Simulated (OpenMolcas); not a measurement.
# neutral barium: effect of the basis set

```json
{"Program": "OpenMolcas", "Method": "SS-CASPT2, IPEA 0.25 Eh, imaginary shift 0.1 Eh (closed shells correlated: 5s 5p)", "Active space": "2 electrons in 4 orbitals (6s 6p)", "State averaging": "2S+1 = 3 even, 3 roots; 2S+1 = 1 even, 6 roots; 2S+1 = 3 odd, 3 roots; 2S+1 = 1 odd, 3 roots", "Spin-orbit coupling": "RASSI with atomic mean-field integrals over the reference wave functions, term energies averaged over their components"}
```

A. ANO-RCC-VDZP [7s6p3d1f], DKH2, point nucleus; CASPT2 step about 1.4 core-seconds
B. ANO-RCC-VTZP [8s7p4d2f1g], X2C, point nucleus; CASPT2 step roughly 2.3 core-seconds
C. ANO-RCC-VTZP [8s7p4d2f1g], DKH2, point nucleus; CASPT2 step roughly 4 core-seconds
D. ANO-RCC-VQZP [9s8p5d3f2g], DKH2, point nucleus; CASPT2 step roughly 6 core-seconds

Energies in cm⁻¹ above 6s² ¹S₀, the measured ground level; measured values from NIST Handbook of Basic Atomic Spectroscopic Data.

```json
{"Level": "6s² ¹S₀", "A": "0.0", "B": "0.0", "C": "0.0", "D": "0.0", "Measured": "0.0"}
{"Level": "6s 6p ³P°₀", "A": "11420", "B": "11870", "C": "11850", "D": "11770", "Measured": "12266"}
{"Level": "6s 6p ³P°₁", "A": "11700", "B": "12130", "C": "12120", "D": "12060", "Measured": "12637"}
{"Level": "6s 6p ³P°₂", "A": "12270", "B": "12670", "C": "12660", "D": "12650", "Measured": "13515"}
{"Level": "6s 6p ¹P°₁", "A": "22000", "B": "21550", "C": "21550", "D": "20800", "Measured": "18060"}
{"Level": "6p² ³P₀", "A": "32330", "B": "32660", "C": "32640", "D": "32690", "Measured": ""}
{"Level": "6p² ³P₁", "A": "32580", "B": "32910", "C": "32880", "D": "32950", "Measured": ""}
{"Level": "6p² ³P₂ [71 %]", "A": "33000", "B": "33170", "C": "33150", "D": "33700", "Measured": ""}
{"Level": "6p² ¹D₂ [71 %]", "A": "34540", "B": "33950", "C": "33950", "D": "32860", "Measured": ""}
```

Deviations, from unrounded energies. A percentage is the sum of absolute deviations over the sum of measured energies, with the sign that they share, or ± where signs differ.

```csv
Against measurement,Levels,A,B,C,D
mean absolute deviation (cm-1),4,1700,1300,1300,1200
other configurations (%),4,±12.3,±9.3,±9.3,±8.3
```

D lies closest to measurement on these levels and A furthest from it. The largest miss of D in the table is 6s 6p ¹P°₁, by +2700 cm-1. The ranking rests on the paired levels alone, and a cruder setting can come out closer through cancelling errors.

Among A to D the level of the table that moves most is 6p² ¹D₂ [71 %], by 1700 cm-1 (lowest in D, highest in A). Moves below CASPT2's spread within the term are not significant.

CASPT2 breaks the degeneracy within a term, and the mean is taken; among the terms shown or strongly mixed into the levels shown the widest spread is 250 cm-1 (6p² ¹D, D). The ¹D term of p² mixes with s d, which this space lacks. The CASPT2 spread within a term exceeds the gap to the next term for 6p² ¹D and 6p² ³P, so the order of their levels is uncertain, and so are names and mixing where such terms share a J (holds for D). Computed and measured levels are paired by configuration, term and J; levels that our copy of the source lacks, or whose pairing is in doubt (as where it misses far off the trend of its configuration), stay unpaired and out of the deviations. Only configurations of the active space appear.

A share in square brackets marks a mixed level and gives the weight of the term that names it, the lowest over the columns. ° marks odd parity.
